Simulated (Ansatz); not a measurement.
A barrier at the coupled-cluster level

Start structure (SiH2Cl3F, singlet), relaxed at PBE0-D4/def2-TZVP:

Si1  (-1.036, -0.168, 0.332)
F2  (0.286, -1.053, 0.369)
Cl3  (-1.426, 0.282, -1.597)
Cl4  (-0.691, 1.507, 1.404)
H5  (-2.131, -0.949, 0.919)
H6  (2.157, -0.275, -0.435)
Cl7  (2.839, 0.655, -0.993)
(Å)

The step: SiHCl₂F ([F][SiH]([Cl])[Cl]) + HCl → SiHCl₃ ([Cl][SiH]([Cl])[Cl]) + HF; bonds formed: Si1–Cl7, F2–H6; bonds broken: Si1–F2, H6–Cl7. Ansatz 0.2.0; basis: def2-TZVPP and def2-QZVPP; cores frozen in the correlated methods. Extrapolation: Hartree–Fock as exp(−7.88 √X), correlation as X^−2.97. Energies below are by CCSD(T) at an estimated basis limit (MP2 extrapolated from triple and quadruple zeta, plus CCSD(T) − MP2 in triple zeta).

Problem. What are the electronic barrier and the energy of the step, from the start structure to the end structure? (Judge from chemistry; the value comes from the calculation.)

Solution. The calculation gives: Barrier 184.2 kJ/mol; step energy 44.7 kJ/mol (uphill); reverse barrier, their difference, 139.5 kJ/mol. Barrier and step energy count from the start structure, the reverse barrier from the end structure.

The saddle point: One imaginary mode of 578i cm⁻¹.
```
   pair  start (Å)  saddle (Å)  end (Å)
Si1–Cl7       4.18        2.40     2.05
  F2–H6       2.18        1.15     0.93
 Si1–F2       1.59        1.85     3.44
 H6–Cl7       1.28        1.53     2.35
```

Zero-point energy (harmonic, PBE0-D4): ZPE is 61.4 kJ/mol at the start and 59.3 kJ/mol at the saddle, so the barrier goes from 184.2 to 182.1 kJ/mol.

The T1 diagnostic stays at or below 0.011.

Labels in which every atom is bracketed show which atoms are joined, not bond orders.

For scale, one of the runs: CCSD(T)/def2-TZVPP, 227 basis functions, launched by `ansatz run in.yaml --threads 4 --pin off --events-out ev --progress --plain --max-ram 9574MiB`. Hardware: 4 CPU threads of an AMD EPYC, shared host. Wall time 3.6 min; peak host memory 3.4 GiB.
